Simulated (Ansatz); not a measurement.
Two members of one family (E4), computed with Ansatz in the gas phase; def2 core potentials for Sb, no spin–orbit coupling. The two geometries come from different levels. Binding counts from free atoms in the multiplicity of their measured ground term, without zero-point energy. A dash marks a value that wasn't run or was left out as unsound. The structures are stationary points that may keep the symmetry of their start. Remarks come from the PBE and PBE0 runs and from stability tests at other levels; not every state was tested. HOMO above LUMO (over both spins in singlets and doublets, within one spin in higher multiplets; at PBE or PBE0), or a gap under 0.15 eV within one spin, warns that the state may not be the lowest or that an electron is smeared out.

First: PPAsSb tetrahedron (singlet, charge 0, r2SCAN-D4/def2-SVP geometry).

```xyz
4

P     0.658   -1.228    0.232
P     0.464    0.414   -1.268
As    0.519    0.976    1.002
Sb   -1.641   -0.162    0.034
```

| level | HOMO (eV) | LUMO (eV) | gap (eV) | vertical IE (eV) | vertical triplet (eV) | binding per atom (eV) |
| --- | --- | --- | --- | --- | --- | --- |
| PBE-D4/def2-SVP | -5.98 | -2.13 | 3.85 | – | – | 2.88 |
| PBE-D4/def2-TZVP | -5.95 | -2.19 | 3.76 | 8.61 | 3.31 | 2.99 |
| r2SCAN-D4/def2-TZVP | -6.20 | -2.12 | 4.09 | 8.71 | 3.28 | 2.75 |
| PBE0-D4/def2-SVP | -6.94 | -1.51 | 5.43 | – | – | 2.65 |
| PBE0-D4/def2-TZVP | -6.86 | -1.54 | 5.32 | 8.70 | 3.28 | 2.78 |

Remarks: gap within one spin near zero at PBE or PBE0 (+1 doublet).

Second: PAsSbSb tetrahedron (singlet, charge 0, PBE0-D4/def2-SVP geometry).

```
atom   x (Å)   y (Å)   z (Å)
  P1   1.343   0.261   0.490
 As2   0.210  -0.388  -1.460
 Sb3  -0.901   1.407   0.110
 Sb4  -0.652  -1.280   0.860
```

Task: What does the change do? Estimate second minus first.

Result: 
| level | Δ HOMO (eV) | Δ LUMO (eV) | Δ gap (eV) | Δ vertical IE (eV) | Δ vertical triplet (eV) | Δ binding per atom (eV) |
| --- | --- | --- | --- | --- | --- | --- |
| PBE-D4/def2-SVP | 0.28 | -0.01 | -0.29 | – | – | -0.22 |
| PBE-D4/def2-TZVP | 0.24 | -0.02 | -0.26 | -0.38 | -0.28 | -0.24 |
| r2SCAN-D4/def2-TZVP | 0.24 | -0.02 | -0.26 | -0.37 | -0.31 | -0.25 |
| PBE0-D4/def2-SVP | 0.31 | -0.05 | -0.36 | – | – | -0.21 |
| PBE0-D4/def2-TZVP | 0.27 | -0.06 | -0.33 | -0.36 | -0.31 | -0.24 |

Remarks: gap within one spin near zero at PBE or PBE0 (+1 doublet).
